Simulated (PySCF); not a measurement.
## Working out the excitation energy of P

P [Ne] 3s2 3p3 (4S) → P [Ne] 3s2 3p2 4s1 (4P). Calculation: PySCF 2.14, in dyall-av2z; the non-relativistic Hamiltonian (point nucleus). Frozen: [Ne]; the 16 highest virtual orbitals dropped. Energies in hartree (1 hartree = 27.21139 eV):

```json
{"part": "UHF", "P (lower)": "-340.709286", "P (upper)": "-340.451510"}
{"part": "CCSD correlation", "P (lower)": "-0.086927", "P (upper)": "-0.083568"}
{"part": "(T)", "P (lower)": "-0.001648", "P (upper)": "-0.001869"}
```

Q: What does Hartree-Fock give?

A: (-340.451510) − (-340.709286) = 0.257776 hartree = 7.014 eV.

Q: What do CCSD and CCSD(T) give?

A: The CCSD correlation energies differ by 0.003359 hartree = 0.091 eV and the triples by -0.000221 hartree = -0.006 eV, so CCSD gives 7.105 eV and CCSD(T) 7.099 eV.

Measured between the centres of the two terms (NIST): 6.967 eV, so CCSD(T) (valence) is off by 0.132 eV.

A double-zeta basis recovers only part of the correlation energy.

What remains against the reference includes basis incompleteness, the frozen core and higher excitations.
